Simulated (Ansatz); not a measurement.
Computed with Ansatz on PBE0-D4/def2-TZVP structures; ΔE is electronic, products minus reactants. CCSD(T)/CBS adds triple-zeta CCSD(T) − MP2 to the extrapolated MP2 energy (def2 sets, frozen cores). This one scheme is used for every species. Functionals use def2-TZVPP. B3LYP here is the variant with VWN-RPA as its local correlation; programs differ in this. One conformer a species, not always the lowest.

Reaction (ligand exchange at the Si–S bond): `N[SiH2]S[SiH](N)F` + `C=CS` → `C=CS[SiH2]N` + `N[SiH](F)S`

Q: Is it downhill or uphill in electronic energy at CCSD(T)/CBS, and by how much? (An estimate is asked.)

A: The calculation gave: Uphill: ΔE = +1.5 kcal/mol.

Q: What do these levels give: PBE-D4, PBE0-D4, B3LYP-D4, ωB97X-V, B3LYP, HF/def2-TZVPP, MP2/def2-TZVPP, SCS-MP2/def2-TZVPP, CCSD/def2-TZVPP, MP2/def2-QZVPP, SCS-MP2/def2-QZVPP, HF/CBS(def2)? (Best estimate.)

A: Ansatz gave: PBE-D4 2.0, PBE0-D4 2.2, B3LYP-D4 2.1, ωB97X-V 1.9, B3LYP 0.2, HF/def2-TZVPP 0.4, MP2/def2-TZVPP 1.7, SCS-MP2/def2-TZVPP 1.4, CCSD/def2-TZVPP 1.5, MP2/def2-QZVPP 1.5, SCS-MP2/def2-QZVPP 1.2, HF/CBS(def2) 0.2 kcal/mol.

Largest T1 diagnostic among the species: 0.012.

In def2-TZVPP, CCSD(T) changes the Hartree–Fock value by +1.3 kcal/mol (the triples alone add +0.2 kcal/mol) and MP2 by +1.3 kcal/mol. The D4 term adds +1.9 kcal/mol with B3LYP and +1.1 kcal/mol with PBE0; it sums over pairs of atoms, weighted by their polarisabilities, and B3LYP, whose exchange is more repulsive, gets the larger term.
